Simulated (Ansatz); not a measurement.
C4H4F2, SMILES C(C=C(F)F)=C.

The structure is a stationary point at PBE0-D3(BJ)/def2-SVP. One conformer was computed; it need not be the lowest.

Two levels are set side by side: PBE/def2-SVPD (Ansatz, a program for electronic structure) and PBE0/def2-SVPD (Ansatz). Energy differences of separate SCF runs at the same geometry; the states with an electron removed or added have multiplicity 2 and 2. Differences are taken from unrounded values.

```
quantity                           PBE0   PBE  PBE minus PBE0
---------------------------------  ----  ----  --------------
vertical ionisation energy (eV)    8.89  8.79           -0.11
vertical singlet–triplet gap (eV)  3.25  3.25            0.00
```

Here PBE gives about what the other level gives.
